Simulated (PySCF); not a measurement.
Electronic absorption of CH10FNSi3

Compound: CH10FNSi3.
Structure used (GFN2-xTB), in Å, numbered top down from 1:
```xyz
16
CH10FNSi3 angstrom
F     -0.095   -0.750    1.854
Si     0.149   -0.464    0.282
C     -1.329    0.489   -0.399
Si    -2.994   -0.349   -0.043
N      1.577    0.487    0.147
Si     3.118    0.205    0.894
H      0.334   -1.799   -0.267
H     -1.212    0.612   -1.474
H     -1.343    1.494    0.024
H     -3.001   -1.687   -0.640
H     -4.060    0.455   -0.653
H     -3.221   -0.439    1.397
H      1.498    1.329   -0.397
H      3.529   -1.165    0.586
H      3.031    0.396    2.342
H      4.010    1.194    0.285
```

Computed, not measured: PySCF 2.14.0, density-fitted response routines, TDDFT CAM-B3LYP/def2-SVPD, vertical, gas phase, core orbitals frozen in the response.

```csv
state,E (eV),λ (nm),ν̃ (cm⁻¹),f,"main configurations (H = HOMO, L = LUMO)"
S1,6.59,188.1,53170,0.0065,"H→L (81%), H→L+1 (12%)"
S2,7.31,169.6,58960,0.0055,"H→L+2 (50%), H→L+4 (19%)"
S3,7.75,159.9,62520,0.022,"H→L+1 (31%), H→L+3 (30%), H→L (9%)"
S4,7.90,156.9,63720,0.042,"H→L+3 (36%), H→L+1 (15%), H→L+2 (14%)"
S5,8.03,154.4,64770,0.066,"H→L+5 (52%), H→L+6 (10%)"
S6,8.22,150.8,66330,0.051,"H-1→L (48%), H-1→L+1 (25%), H-1→L+2 (9%)"
S7,8.39,147.8,67640,0.077,"H-1→L+2 (24%), H→L+8 (18%), H→L+7 (14%)"
S8,8.46,146.6,68220,0.018,"H-1→L+1 (37%), H-1→L (23%), H→L+8 (9%)"
```

Triplets (Tamm–Dancoff): T1 6.27 eV, H→L (76%), H→L+1 (12%); T2 7.03 eV, H→L+2 (49%), H→L+4 (21%); T3 7.54 eV, H→L+3 (28%), H→L+1 (21%), H→L (12%).

The lowest singlet comes at 188 nm (636 kJ/mol) in the vacuum ultraviolet; it is weak; its leading configuration is HOMO→LUMO (81%). The most intense listed level is S7 at 8.39 eV (148 nm, f = 0.077), 1.79 eV above S1. Löwdin shares by element: HOMO nitrogen 54%, silicon 20% or more, hydrogen 7% or more (atoms not listed hold the other 19%); LUMO silicon 37% or more, hydrogen 14% or more, nitrogen 8% (atoms not listed hold the other 41%). Of the 8 states listed, 6 reach f = 0.01 and none stays under 0.0005. The oscillator strengths of these states sum to 0.287; summed over the whole spectrum of an exact calculation they would give the number of electrons, 74 (Thomas–Reiche–Kuhn). Weighted by f, the mean energy of these states is 8.10 eV. Singlets were solved by full linear response, triplets in the Tamm–Dancoff approximation.

One conformer stands for the species.
